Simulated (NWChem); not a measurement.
Program: NWChem. System: trans-dichloroethylene (C2H2Cl2), charge 0, spin multiplicity 1, at a geometry optimised with B3LYP/def2-SVP. Level: RI-MP2/cc-pVTZ, 12 core orbitals frozen.

Output (cleaned and shortened):

```
             Northwest Computational Chemistry Package (NWChem) 7.3.0
             --------------------------------------------------------

                                NWChem Input Module
                                -------------------

 Scaling coordinates for geometry "geometry" by  1.889725989
 (inverse scale =  0.529177249)

 Turning off AUTOSYM since
 SYMMETRY directive was detected!

                             Geometry "geometry" -> ""
                             -------------------------

 Output coordinates in angstroms (scale by  1.889725989 to convert to a.u.)

  No.       Tag          Charge          X              Y              Z
 ---- ---------------- ---------- -------------- -------------- --------------
    1 Cl                  17.0000    -2.13506300    -0.35395700     0.00000000
    2 C                    6.0000    -0.55659100     0.36779100     0.00000000
    3 C                    6.0000     0.55659100    -0.36779100     0.00000000
    4 Cl                  17.0000     2.13506300     0.35395700     0.00000000
    5 H                    1.0000    -0.55102200     1.45957100     0.00000000
    6 H                    1.0000     0.55102200    -1.45957100     0.00000000

 Effective nuclear repulsion energy (a.u.)     174.5362518093

            Nuclear Dipole moment (a.u.)
            ----------------------------
        X                 Y               Z
 ---------------- ---------------- ----------------
     0.0000000000     0.0000000000     0.0000000000

      Symmetry information
      --------------------

 Group name             C2h
 Group number             21
 Group order               4
 No. of unique centers     3

      Symmetry unique atoms

     1    2    5


 Summary of "ao basis" -> "" (spherical)
 ------------------------------------------------------------------------------
       Tag                 Description            Shells   Functions and Types
 ---------------- ------------------------------  ------  ---------------------
 *                          cc-pvtz                   on all atoms

 Summary of "ri-mp2 basis" -> "" (spherical)
 ------------------------------------------------------------------------------
       Tag                 Description            Shells   Functions and Types
 ---------------- ------------------------------  ------  ---------------------
 *                         cc-pvtz-ri                 on all atoms

 Summary of "ao basis" -> "ao basis" (spherical)
[...]
     1   0 1 0      0.000000      0.000000      0.000000
     1   0 0 1      0.000000      0.000000      0.000000

     2   2 0 0    -30.139364      0.000000    568.919002
     2   1 1 0     -0.944564      0.000000     77.240248
     2   1 0 1     -0.000000      0.000000      0.000000
     2   0 2 0    -25.622109      0.000000     36.223614
     2   0 1 1     -0.000000      0.000000      0.000000
     2   0 0 2    -28.923445      0.000000      0.000000

                               NWChem RI-MP2 Module
                               --------------------

 Summary of "ri-mp2 basis" -> "ri-mp2 basis" (spherical)
 ------------------------------------------------------------------------------
       Tag                 Description            Shells   Functions and Types
 ---------------- ------------------------------  ------  ---------------------
 Cl                        cc-pvtz-ri               32      122   10s8p7d5f2g
 C                         cc-pvtz-ri               23       81   8s6p5d3f1g
 H                         cc-pvtz-ri               10       30   4s3p2d1f

 SCF Reference Information:
            File: './mol.movecs'
           Title: ''
    Size (AOxMO):    156 x    156
       Total Occ:              48.00
 RI-MP2 Calculation Information:
          Nr. of AO basis functions:        156
     Nr. of fitting basis functions:        466
               Nr. of MO spin cases:          1
        Nr. of MOs to be correlated:        144
     Nr. of occupied MOs correlated:         12
      Nr. of virtual MOs correlated:        132

          RI integral approximation: 'V'
    Threshold for Schwarz screening:  1.000E-09
 Smallest eigenvalue retained in fit  1.000E-08
    Type of storage for MO integrals 'EAF library'

 Transformation block size   12, requiring     1 integral passes.
 XForm_3cInts: Completed     1:   12 pass.
 Energy evaluation using block sizes    12   12
 RIMP2_V_E2: Approx. ints. done (    1:   12,    1:   12)
 RIMP2_V_E2: Copy to B done (    1:   12,    1:   12)
 RIMP2_V_E2: Denominators done (    1:   12,    1:   12)
 RIMP2_V_E2: Completed block (    1:   12,    1:   12)

          -------------------------------------------
          SCF energy                -995.932502712173
          Correlation energy          -0.697020469515
          Total MP2 energy          -996.629523181688
          -------------------------------------------

 -----------------------
 Performance information
 -----------------------

 Timer overhead =  9.59D-08 seconds/call

               Nr. of calls         CPU time (s)                 Wall time (s)                GFlops
             ---------------    -------------------     ------------------------------   -------------------
Name         Min   Avg   Max    Min     Avg     Max     Min     Avg     Max   Mx/calls   Min     Max     Sum
Overall       1     1     1    8.2     8.2     8.2      8.2     8.2     8.2     8.2      0.0     0.0     0.0
3c integr     1     1     1    1.5     1.5     1.5      1.5     1.5     1.5     1.5      0.0     0.0     0.0
Energy        1     1     1   0.23    0.23    0.23     0.23    0.23    0.23    0.23      0.0     0.0     0.0
3c integr     1     1     1    1.5     1.5     1.5      1.5     1.5     1.5     1.5      0.0     0.0     0.0
First 2/3     3     3     3   1.75E-2 1.75E-2 1.75E-2  1.75E-2 1.75E-2 1.75E-2 5.82E-3   0.0     0.0     0.0
Final 1/3     1     1     1   1.55E-2 1.55E-2 1.55E-2  1.55E-2 1.55E-2 1.55E-2 1.55E-2   0.0     0.0     0.0
Write 3c      1     1     1   1.07E-3 1.07E-3 1.07E-3  1.07E-3 1.07E-3 1.07E-3 1.07E-3   0.0     0.0     0.0
Read 3c i     1     1     1   8.72E-4 8.72E-4 8.72E-4  8.72E-4 8.72E-4 8.72E-4 8.72E-4   0.0     0.0     0.0
Fitting b     1     1     1   0.15    0.15    0.15     0.15    0.15    0.15    0.15      0.0     0.0     0.0
Schwarz i     1     1     1   3.92E-2 3.92E-2 3.92E-2  3.92E-2 3.92E-2 3.92E-2 3.92E-2   0.0     0.0     0.0
Form 4ci      1     1     1   4.62E-2 4.62E-2 4.62E-2  4.62E-2 4.62E-2 4.62E-2 4.62E-2   0.0     0.0     0.0
Form A &      1     1     1   0.18    0.18    0.18     0.18    0.18    0.18    0.18      0.0     0.0     0.0
Denominat     1     1     1   1.49E-3 1.49E-3 1.49E-3  1.49E-3 1.49E-3 1.49E-3 1.49E-3   0.0     0.0     0.0
Pair Ener     1     1     1   4.22E-3 4.22E-3 4.22E-3  4.22E-3 4.22E-3 4.22E-3 4.22E-3   0.0     0.0     0.0

 The average no. of pstat calls per process was 1.60D+01
 with a timing overhead of 1.53D-06s

 Task  times  cpu:        8.2s     wall:        8.2s

 Total times  cpu:        8.2s     wall:        8.2s
```

Problem. Write an NWChem input that would produce this output.

Solution. This is not unique; one that fits is 
```
start mol
memory heap 200 mb stack 900 mb global 1100 mb
geometry units angstroms nocenter noautoz
  Cl    -2.135063    -0.353957     0.000000
  C     -0.556591     0.367791     0.000000
  C      0.556591    -0.367791     0.000000
  Cl     2.135063     0.353957     0.000000
  H     -0.551022     1.459571     0.000000
  H      0.551022    -1.459571     0.000000
  symmetry group C2h
end
basis spherical
  * library cc-pvtz
end
basis "ri-mp2 basis" spherical
  * library cc-pvtz-ri
end
scf
  rhf
  nopen 0
  maxiter 100
  thresh 1e-7
  semidirect memsize 60000000 filesize 0
end
mp2
  freeze core 12
end
task rimp2 energy
```
